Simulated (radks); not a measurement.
Neutral titanium inside a hard spherical wall (all orbitals vanish at R), configuration held at [Ar] 3d2 4s2 and not refilled when levels cross. Calculated with a radial shooting solver on a logarithmic mesh with Libxc functionals: non-relativistic Kohn-Sham, LDA (Slater exchange, Perdew-Wang correlation), spin-polarised, spherical densities, point nucleus; open shells are filled with parallel spins first. Eigenvalues in eV for spin up, with the zero of energy where the potential of the charges vanishes at infinity; a dash marks a level that is unbound or too diffuse for the functional's potential to be trusted. A positive occupied level is held by the wall or, in an anion where self-interaction has pushed it up, behind a barrier. The pressure on the wall is -dE/dV.

R (bohr),E (hartree),kinetic (hartree),e(3s),e(3p),e(3d),e(4s),"e(4p, empty)","e(5s, empty)",pressure (GPa)
free,-847.29539,846.078,-62.045,-39.318,-5.164,-4.753,-1.649,-0.073,0
20,-847.29539,846.078,-62.045,-39.318,-5.164,-4.753,-1.649,0.029,< 0.0001
10,-847.29447,846.087,-61.972,-39.245,-5.095,-4.695,-1.502,1.898,0.0233
8,-847.28761,846.134,-61.653,-38.928,-4.797,-4.426,-1.010,4.655,0.299
6,-847.23252,846.405,-60.280,-37.570,-3.531,-3.039,1.105,13.234,4.29
4,-846.73323,848.161,-54.843,-32.261,1.723,5.486,12.254,48.713,97.5
3,-845.24446,852.863,-46.626,-24.165,10.817,26.083,36.370,113.60,770
2.5,-842.83114,860.342,-37.473,-14.745,21.869,55.072,67.882,190.31,2820
2,-836.07630,880.062,-17.591,6.459,46.036,124.51,139.11,351.75,13300
1.5,-812.99434,939.228,39.081,66.204,107.03,318.49,327.53,754.40,88500
